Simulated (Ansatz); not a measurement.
A CCSD(T) single point on H4S4Si (`S[Si](S)(S)S`).

```yaml
crystal:
  periodic: [false, false, false]
  atoms:
    - {symbol: S, position_ang: [-0.675836, 1.025803, -1.730569]}
    - {symbol: Si, position_ang: [0.009825, -0.005185, -0.002010]}
    - {symbol: S, position_ang: [2.107070, 0.327208, 0.107810]}
    - {symbol: S, position_ang: [-0.587219, -2.032964, -0.231606]}
    - {symbol: S, position_ang: [-0.803903, 0.658441, 1.846894]}
    - {symbol: H, position_ang: [-1.942739, 0.590041, -1.603903]}
    - {symbol: H, position_ang: [2.332426, -0.076659, -1.155955]}
    - {symbol: H, position_ang: [-0.126489, -2.403964, 0.977168]}
    - {symbol: H, position_ang: [-0.224535, 1.870979, 1.775067]}
basis:
  gaussian: {orbitals: def2-TZVPP}
correlation: {method: ccsd_t}
output: {orbitals: {seedname: orbitals}}
```

```sh
$ ansatz run in.yaml --threads 4 --pin off --events-out ev --progress --plain
```

Log, shortened:

```
Functional definition: HF
1509 factors; integrals over basis functions are off by at most 1.0e-3 eV
mean field evaluation 1: about -51197.7137 eV, gradient 2.2e1 eV
mean field evaluation 2: about -51198.1369 eV, gradient 2.3e1 eV
mean field evaluation 4: about -51200.3281 eV, gradient 4.0e0 eV
mean field evaluation 8: about -51200.4125 eV, gradient 3.0e-1 eV
mean field evaluation 16: about -51200.4131 eV, gradient 2.2e-6 eV
mean field -51200.41311106 eV, -1881.5804769451 hartree, gradient 2.2e-6 eV, S^2 0.000000; 0 other end points of the search recorded, 0 dependent functions left out
25 core orbitals not correlated: weight in the atoms' cores, before any rotation towards them, 1.000 or more for the frozen orbitals, at most 0.000 for the correlated occupied ones
reference -51200.41311106 eV, -1881.5804769451 hartree; 16, 16 occupied and 225, 225 virtual orbitals, 1509 factors
second order -22.59973009 eV of doubles, -0.00000000 eV of singles
cycle   1  -23.80837070 eV  change    -1.2e0 eV  update   1.1e-1
cycle   2  -24.41812877 eV  change   -6.1e-1 eV  update   3.2e-2
cycle   3  -24.52510369 eV  change   -1.1e-1 eV  update   1.5e-2
cycle   4  -24.51729851 eV  change    7.8e-3 eV  update   3.4e-3
cycle   5  -24.51549088 eV  change    1.8e-3 eV  update   1.3e-3
cycle   6  -24.51500406 eV  change    4.9e-4 eV  update   3.8e-4
cycle   7  -24.51484564 eV  change    1.6e-4 eV  update   1.5e-4
cycle   8  -24.51488365 eV  change   -3.8e-5 eV  update   4.4e-5
cycle   9  -24.51489180 eV  change   -8.1e-6 eV  update   1.4e-5
perturbative correction -1.21147319 eV, -0.0445208186 hartree
Total energy: -51226.13947605 eV, -1882.5259034205 hartree
```

Hardware: 4 threads of a server CPU on a shared host. Wall time 90 s, peak host memory 6.2 GiB.

MP2 recovers 87.8 % of the CCSD(T) correlation energy and the triples give 4.7 %; T1 = 0.0119.
